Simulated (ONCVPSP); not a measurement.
**Plane-wave convergence, ONCV potential for V**

```
Element                 : V (Z = 23)
Generator               : ONCVPSP 4.0.1
Type                    : optimised norm-conserving Vanderbilt (ONCV)
Functional              : Wu-Cohen
Relativity              : scalar-relativistic
Frozen core             : [Ne] 3s2
Valence charge          : 11
Reference configuration : 3p6 3d3 4s2
Partial waves           : 4s: rc 2.65 bohr, ncon 4, nbas 7, qcut 1.9 1/bohr, 2 projectors, debl 2.1 Ha; 3p: rc 1.60 bohr, ncon 4, nbas 8, qcut 8.3 1/bohr, 3 projectors, debl 1.6 Ha; 3d: rc 1.30 bohr, ncon 3, nbas 8, qcut 10 1/bohr, 2 projectors, debl 1.9 Ha
Local potential         : polynomial inside 0.95 bohr (lpopt 4, dvloc0 0 Ha)
Core correction         : Teter function, fcfact 5.5, rcfact 1.8
```

In the p channel the program set the typed energies aside and used -1.616, 0.250, 1.850 Ha.

**Question.** For each optimised wave give the share of its norm inside rc, the residual kinetic energy above qcut (Ha) and the cutoffs (Ha) for errors of 10, 1, 0.1 and 0.01 mHa per electron.

**Answer.**

```csv
wave,norm inside rc,residual KE,10 mHa,1 mHa,0.1 mHa,0.01 mHa
4s,0.325,7.1e-03,1.5,6.9,15.3,18.4
s projector 2,0.177,2.3e-01,7.2,17.4,21.5,24.1
3p,0.911,7.0e-07,17.7,22.8,27.2,30.6
p projector 2,0.082,2.5e-07,14.4,20.2,25.3,29.2
p projector 3,0.114,5.8e-07,16.2,21.7,26.5,30.3
3d,0.535,4.2e-05,34.5,41.8,47.5,144.3
d projector 2,0.081,7.7e-05,34.1,42.6,49.2,96.3
```

The occupied waves need 42 Ha and 48 Ha for 1 and 0.1 mHa. Note: ghosts flagged at negative energy: s at -26.7 eV; no localised positive-energy state flagged. A true bound ghost makes a file unfit for plane-wave use.
